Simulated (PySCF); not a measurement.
Match the calculated data to a structure.

All candidates are C4H11PSi.

| technique | computed result |
| --- | --- |
| 13C NMR | chemical shifts (computed TMS as zero) by class: 250.4 (1 C), 46.8 (1 C), 28.1 (2 C) ppm [GIAO PBE0/pcSseg-1] |
| 1H NMR | chemical shifts (computed TMS as zero) by class: 7.19 (1 H), 4.58 (3 H), 3.12 (1 H), 1.40 (6 H) ppm [GIAO PBE0/pcSseg-1] |
| Triplet | lowest triplet excitation (Tamm–Dancoff): 2.79 eV [TDA wB97X-D/def2-SVPD] |
| Dipole | 1.09 D [wB97X-D/def2-SVPD] |
| Polarisability | 101.9 au [wB97X-D/def2-SVPD] |
| UV, strongest line | among the 8 lowest singlet transitions: S2 at 5.17 eV (240 nm, f = 0.233) [TDDFT wB97X-D/def2-SVPD] |
| Rotational structure | rotational constants A, B, C: 2.472, 1.861, 1.229 GHz [GFN2-xTB] |

Gas-phase values; electronic properties from PySCF, density fitting. Levels stand in brackets. One conformer (not necessarily the lowest) at the GFN2-xTB geometry, without solvent, vibrations or thermal averaging. GFN2-xTB frequencies show an imaginary mode (23i cm⁻¹), so this geometry is no minimum at that level. NMR values are class means; diastereotopic atoms form classes of their own.

Question: Which candidate is it?
A. `[SiH3]PC1CCC1`
B. `[H]/P=C(\[SiH3])C(C)C`
C. `C1CPCC[SiH2]1`
D. `C=CP(C)C[SiH3]`
E. `C=CCPC[SiH3]`

Answer: B. It is `[H]/P=C(\[SiH3])C(C)C`. Numbering: `[H]/[P:6]=[C:4](/[CH:2]([CH3:1])[CH3:3])[SiH3:5]`. 4 carbons fall into 3 classes; from least to most shielded: carbon bonded to C, P and Si [C4] (250.4 ppm), sp3 CH carbon [C2] (46.8 ppm), methyl carbon [C1/C3] (28.1 ppm, 2 C, up to 2.2 ppm apart in this geometry). Hydrogen classes from least to most shielded: 1 H on a phosphorus bonded to C and H, P6 (7.19 ppm), 3 H on an SiH3 silicon, Si5 (4.58 ppm), 1 H on an sp3 CH carbon, C2 (3.12 ppm), 6 H on 2 methyl carbons, C1/C3 (1.40 ppm, a mean of values up to 1.3 ppm apart in this geometry). The optimised geometry has point group C1 and is an asymmetric top.

The others, at the same levels:
- `C=CCPC[SiH3]` fails: it has 4 carbon classes against 3; its computed 13C shifts are 143.6 (1 C), 121.9 (1 C), 42.7 (1 C), 5.1 (1 C) ppm, 1H shifts are 6.26 (1 H), 5.45 (1 H), 5.28 (1 H), 3.97 (3 H), 3.06 (1 H), 2.62 (2 H), 0.92 (2 H) ppm and rotational constant A is 8.221 GHz (against 2.472 GHz).
- `C1CPCC[SiH2]1` fails: it has 2 carbon classes against 3; its computed 13C shifts are 22.2 (2 C), 15.2 (2 C) ppm, 1H shifts are 4.14 (2 H), 3.14 (1 H), 1.77 (4 H), 1.14 (4 H) ppm and rotational constant A is 3.243 GHz (against 2.472 GHz).
- `C=CP(C)C[SiH3]` fails: it has 4 carbon classes against 3; its computed 13C shifts are 154.5 (1 C), 127.4 (1 C), 14.0 (1 C), 5.3 (1 C) ppm, 1H shifts are 6.53 (1 H), 6.04 (1 H), 5.50 (1 H), 3.88 (3 H), 1.22 (3 H), 0.76 (2 H) ppm and rotational constant A is 2.909 GHz (against 2.472 GHz).
- `[SiH3]PC1CCC1` fails: its computed 13C shifts are 34.5 (2 C), 26.3 (1 C), 18.3 (1 C) ppm, 1H shifts are 3.91 (3 H), 2.55 (2 H), 2.22 (1 H), 2.03 (1 H), 2.01 (1 H), 1.95 (1 H), 1.88 (2 H) ppm and rotational constant A is 4.854 GHz (against 2.472 GHz).

Each candidate is one conformer, not necessarily the lowest. Dipoles, sizes and rotational constants follow the conformer. The torsions of the flexible species, by atom-mapped SMILES:
- `[H]/[P:6]=[C:4](/[CH:2]([CH3:1])[CH3:3])[SiH3:5]`: C1–C2–C4–Si5 -163°
- `[CH2:1]=[CH:2][CH2:3][PH:4][CH2:5][SiH3:6]`: C1–C2–C3–P4 113°, C2–C3–P4–C5 -168°, C3–P4–C5–Si6 167°
- `[CH2:1]=[CH:2][P:3]([CH3:4])[CH2:5][SiH3:6]`: C1–C2–P3–C4 -33°, C2–P3–C5–Si6 55°
- `[SiH3:1][PH:2][CH:3]1[CH2:4][CH2:5][CH2:6]1`: Si1–P2–C3–C4 61°
